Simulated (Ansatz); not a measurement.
Cost and result for the atomization energy of C2H4BF3O, SMILES `BOCC(F)(F)F` (11 atoms, 10 bonds).

Cartesian coordinates in Å:
```
B -1.703 0.949 0.311
O -0.763 0.548 -0.566
C 0.574 0.377 -0.188
C 0.934 -1.094 -0.204
F 0.774 -1.638 -1.410
F 0.189 -1.791 0.658
F 2.217 -1.241 0.148
H -1.394 1.209 1.441
H -2.818 1.035 -0.106
H 0.767 0.758 0.820
H 1.223 0.887 -0.904
```

The species carries charge 0 and has multiplicity 1. Geometry: relaxed with PBE0-D4/def2-TZVP. It is one conformer, not always the lowest. Program: Ansatz. All runs use 4 threads of an Arm Neoverse V2 on a shared host. Times are those of one run each, without the atoms' runs, and a repeat can differ threefold. Electronic energies, without spin–orbit coupling; frozen cores. CCSD(T)/CBS adds CCSD(T) − MP2 in def2-TZVPP to the MP2 limit, and its time is that of the two runs behind it. T1 = 0.013. B3LYP takes the VWN-RPA correlation (the form of Gaussian; ORCA's B3LYP/G). HSE06 is the plane-wave form, built on full-range PBE exchange.

CCSD(T)/CBS is a level of theory with its own doubt, some kJ/mol a heavy atom from the limit and from the frozen cores, so smaller differences don't rank the functionals.

```tsv
level	functions	wall time	atomization (kJ/mol)	difference from CCSD(T)/CBS	per bond
BLYP-D4/def2-TZVPP	273	2.8 s	4442.0	21.0	2.1
PBE-D4/def2-TZVPP (with forces)	273	3.2 s	4581.6	160.6	16.1
CAM-B3LYP-D4/def2-TZVPP	273	5.5 s	4469.8	48.8	4.9
B3LYP-D4/def2-TZVPP (with forces)	273	6 s	4416.4	-4.6	-0.5
HSE06-D4/def2-TZVPP	273	6.5 s	4454.2	33.2	3.3
r2SCAN-D4/def2-TZVPP (with forces)	273	6.5 s	4462.3	41.3	4.1
B2PLYP/def2-TZVPP	273	7.5 s	4387.0	-34.0	-3.4
PBE-QIDH/def2-TZVPP	273	7.5 s	4407.7	-13.3	-1.3
ωB97M-V/def2-TZVPP (with forces)	273	14 s	4452.7	31.7	3.2
CCSD(T)/def2-SVP	118	16 s	4237.7	-183.3	-18.3
MP2/def2-QZVPP	519	33 s	4527.0	106.0	10.6
CCSD(T)/def2-TZVPP	273	8.4 min	4309.6	-111.4	-11.1
CCSD(T)/CBS(def2)	–	9 min	4421.0	0.0	0.0
```

In def2-TZVPP, CCSD(T) changes the Hartree–Fock value by +1133.2 kJ/mol (the triples alone add +78.3 kJ/mol) and MP2 by +1284.6 kJ/mol; breaking electron pairs costs correlation energy, which Hartree–Fock lacks. At CCSD(T), def2-SVP lies −183.3 kJ/mol from the extrapolated value and def2-TZVPP −111.4 kJ/mol: correlation converges slowly with the basis, and small sets miss more of it in the bonded molecule than in its fragments. From r2SCAN to r2SCAN0 (25 % exact exchange), in def2-TZVPP and without D4, the atomization energy moves by −110.8 kJ/mol: exact exchange takes away binding that semilocal exchange gives to molecules.
